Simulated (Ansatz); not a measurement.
Ge(iPr)2H2 (C6H16Ge). Charge 0, multiplicity 1. Geometry r2SCAN-D4/def2-SVP, basis def2-TZVP, Ansatz.

```
atom   x (Å)   y (Å)   z (Å)
  C1   0.263   1.476  -0.672
  C2   1.231   1.878   0.442
  C3  -0.503   2.680  -1.221
  C4  -0.016  -1.492   0.684
  C5   0.997  -2.036  -0.326
  C6  -0.995  -2.573   1.146
 Ge7  -0.978   0.068  -0.054
  H8   0.843   1.021  -1.499
  H9   1.830   1.026   0.804
 H10   0.691   2.296   1.310
 H11   1.937   2.653   0.095
 H12   0.190   3.451  -1.603
 H13  -1.177   2.401  -2.048
 H14  -1.119   3.154  -0.437
 H15   0.533  -1.114   1.568
 H16   1.742  -1.279  -0.620
 H17   0.496  -2.385  -1.246
 H18   1.549  -2.898   0.090
 H19  -0.459  -3.430   1.592
 H20  -1.705  -2.195   1.899
 H21  -1.586  -2.964   0.299
 H22  -1.857  -0.405  -1.235
 H23  -1.906   0.666   1.030
```

| run | HOMO (eV) | LUMO (eV) |
| --- | --- | --- |
| A | -6.24 | 0.12 |
| B | -7.55 | 1.27 |
| C | -6.46 | 0.68 |
| D | -7.22 | 0.61 |
| E | -7.40 | 0.91 |
| F | -8.72 | 1.70 |

B3LYP takes the VWN-RPA correlation. Another isomer (singlet) lies 0.65 eV lower at PBE0-D4/def2-TZVP; other spin states weren't run for this one.

**Question.** The runs used B3LYP, CAM-B3LYP, PBE, PBE0, r2SCAN, r2SCAN0. Estimate which is which.

**Answer.** A PBE (0 % exact exchange); B r2SCAN0 (25 % exact exchange); C r2SCAN (0 % exact exchange); D B3LYP (20 % exact exchange); E PBE0 (25 % exact exchange); F CAM-B3LYP (range-separated). Exact exchange lowers occupied and raises empty levels; among semilocal functionals meta-GGAs tend to open the gap a little, and such runs are hard to tell apart. The gap grows from 6.35 eV (PBE) to 10.42 eV (CAM-B3LYP).
